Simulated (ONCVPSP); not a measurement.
**Ranking ONCV potentials for lanthanum**

All share these settings but for the change named:

ONCVPSP 4.0.1 input, shortened (lines: element, Z, core and valence counts, functional; n l f; lmax; l rc ep ncon nbas qcut; lloc lpopt rc5 dvloc0; l nproj debl; icmod fcfact rcfact), LDA (Perdew-Zunger), scalar-relativistic:

```
  La 57.00    9    5        3      upf
    1    0    2.00
    2    0    2.00
    2    1    6.00
    3    0    2.00
    3    1    6.00
    3    2   10.00
    4    0    2.00
    4    1    6.00
    4    2   10.00
    5    0    2.00
    5    1    6.00
    5    2    1.00
    6    0    1.75
    6    1    0.25
    3
    0    2.60    0.00    4    7    5.20
    1    3.55    0.00    4    9    4.70
    2    2.85    0.00    4    7    3.10
    3    2.75    0.20    3    7    3.80
    4    1    1.75    4.00
    0    2    0.80
    1    2    2.60
    2    2    1.30
    3    1    3.40
    3    2.00    1.00
```

In the f channel the program set the typed energies aside and used -0.179 Ha.

Cutoff: the first of the cutoffs (Ha) at which the residual kinetic energy of the hardest occupied pseudo-wave falls to 1 and 0.1 mHa per electron; the density cutoff is not measured.

The base gives 8 Ha.

Of 7 variants that were run, those that failed, showed a ghost or another fault, or gave nearly equal values are left out.

A variant can come out equal or close to the base.

(1) Rank these variants from softest to hardest (loose cutoff).
A. all radii but the core radius scaled by about 1.07 (s 2.78, p 3.80, d 3.06, f 2.94 bohr); local potential polynomial inside 1.88 bohr (lpopt 1, dvloc0 4 Ha)
B. all radii but the core radius scaled by about 1.30 (s 3.38, p 4.62, d 3.72, f 3.58 bohr); local potential polynomial inside 2.28 bohr (lpopt 1, dvloc0 4 Ha)
C. all radii but the core radius scaled by about 0.92 (s 2.40, p 3.28, d 2.62, f 2.54 bohr); local potential polynomial inside 1.62 bohr (lpopt 1, dvloc0 4 Ha)

Answers

(1) B (5 Ha), A (7 Ha), C (9 Ha).
